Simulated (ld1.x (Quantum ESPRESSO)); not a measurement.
Varying the ultrasoft potential for Sb

Base potential:

antimony (Sb), ultrasoft, made with ld1.x (Quantum ESPRESSO) 7.5 (PBEsol, scalar-relativistic). Core [Kr] 4d10, reference 5s2 5p3. Waves: 5s (bound): rcut 1.65, rcutus 2.10 bohr; 5s channel at -0.4 Ry: rcut 1.65, rcutus 2.10 bohr; 5p (bound): rcut 1.65, rcutus 1.95 bohr; 5p channel at 0.1 Ry: rcut 1.65, rcutus 1.95 bohr. Local part: all-electron potential smoothed inside 1.75 bohr (lloc = -1). Core correction: none. Augmentation charge: PSQ, inside the norm-conserving radii.

All-electron outer shells of the reference configuration (PBEsol, scalar-relativistic, ld1.x):

```json
{"shell": "4p", "level (eV)": "-101.63", "outermost node (bohr)": "0.39", "outermost maximum (bohr)": "0.76"}
{"shell": "4d", "level (eV)": "-33.45", "outermost node (bohr)": "0.38", "outermost maximum (bohr)": "0.84"}
{"shell": "5s", "level (eV)": "-12.88", "outermost node (bohr)": "0.95", "outermost maximum (bohr)": "1.90"}
{"shell": "5p", "level (eV)": "-4.84", "outermost node (bohr)": "1.04", "outermost maximum (bohr)": "2.35"}
```

Cutoffs, loose and tight: the cutoffs (Ry, on a coarse ladder) from which the occupation-weighted sum of valence levels, in a spherical-Bessel basis at the reference potential, stays within 10 and 1 mRy of its value at 400 Ry. They do not see the model core or the augmentation charge, which bear on the density cutoff. Test errors are all-electron minus pseudo excitation energies from the reference, over the configurations 5s2 5p2; 5s2 5p1; 5s2 5p0; 5s1 5p3; 5s0 5p5; 5s2 5p3.3; 5s2 5p2.5. A dash means not determined; rows that change the core or the reference have their own tests. The largest error is taken over the tests solved by every variant that gives reliable tests at all: 5s2 5p0; 5s2 5p1; 5s2 5p2.

A true bound ghost makes a file unfit for plane-wave use even where its test errors are small: the radial tests pick states by their node count and pass the ghost by.

| change | outcome | cutoff, loose | cutoff, tight | bound ghosts | largest test error (meV) |
| --- | --- | --- | --- | --- | --- |
| base | generated | 10 Ry | 18 Ry | d | -89 |
| core correction a·sin(br)/r model core inside 0.92 bohr | generated | 10 Ry | 18 Ry | d | -249 |
| core correction a·sin(br)/r model core inside 1.28 bohr | generated | 10 Ry | 18 Ry | d | -243 |
| core correction a·sin(br)/r model core inside 1.58 bohr | generated | 10 Ry | 18 Ry | d | -233 |
| core correction a·sin(br)/r model core inside 1.98 bohr | generated | 10 Ry | 18 Ry | d | -242 |
| core correction a·sin(br)/r model core inside 2.22 bohr | generated | 10 Ry | 18 Ry | d | -225 |
